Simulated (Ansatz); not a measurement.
A structure relaxed at PBE-D4/def2-SVP in Ansatz, charge 0, singlet:

```xyz
12

Sn   -1.7883   -0.8942   -0.1265
F    -2.8767   -1.1594   -1.7006
F    -2.7684   -1.6413    1.3622
O    -1.4875    1.0611    0.0980
Sn    0.1901    1.8148    0.8607
F     0.2973    3.6821    0.3864
F     0.1542    1.7107    2.7933
O     1.7953    0.8503    0.1882
Sn    1.6470   -0.9088   -0.7301
F     1.7503   -0.6403   -2.6447
F     3.1334   -2.0274   -0.2190
O    -0.0467   -1.8476   -0.2677
```

(1) Give its formula, name or SMILES.

(2) Summarise the bond lengths by kind (pairs closer than 1.2 times the sum of covalent radii, bridged metal pairs left out).

Answers

(1) cyclo-(F2SnO)3 (Sn3O3F6).

(2) 6 × F–Sn 1.93 to 1.94 Å; 6 × O–Sn 1.99 Å.

In the def2 sets Sn takes a core potential; there is no spin–orbit coupling.
